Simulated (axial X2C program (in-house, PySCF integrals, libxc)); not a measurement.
**Correcting the dissociation energy of TiC for spin–orbit coupling**

A spin-free PBE0 curve (one-electron X2C) was computed with an in-house all-electron X2C program for linear molecules (integrals from PySCF), basis Ti dyall-cv3z [10s10p6d4f2g], C dyall-v3z [7s6p2d1f] (cores contracted in-house), for the state M_S = 1, Λ = 0 (beyond evenly filled blocks: 2 × σα). It gives D0 = 3.977 eV to Ti + C, which in a spin-free picture are the weighted means of the ground terms.

Measured levels of the ground terms (NIST Handbook of Basic Atomic Spectroscopic Data), in cm⁻¹: Ti 3F: J = 2 at 0, J = 3 at 170.1, J = 4 at 386.9; C 3P: J = 0 at 0, J = 1 at 16.4, J = 2 at 43.4.

The molecular state has Λ = 0, so it has no first-order lowering.

How far does each ground level lie under the (2J+1)-weighted mean of its term?

Ti: (5 × 0 + 7 × 170.1 + 9 × 386.9)/21 = 223 cm⁻¹; C: (1 × 0 + 3 × 16.4 + 5 × 43.4)/9 = 30 cm⁻¹.

Correct D0.

D0 = 3.977 + (0 − 253)/8065.5 = 3.946 eV at PBE0 with these spin–orbit terms.

Second-order spin–orbit effects in the molecule, which grow quickly with Z, are left out. One determinant describes the state; a PBE0 search over occupations chose it and may have missed a lower one. De is counted from the lowest determinant-based energies of the atoms at the same level, without counterpoise correction. Other states lie close and PBE0, whose exact exchange favours high spin, may order them wrongly; the determinant shown need not be the ground state. The nearest other spin-free determinant of the search, M_S = 0, Λ = 0, lies 0.20 eV up at the distance of the search. The stretched end of a curve changes character and is left out.
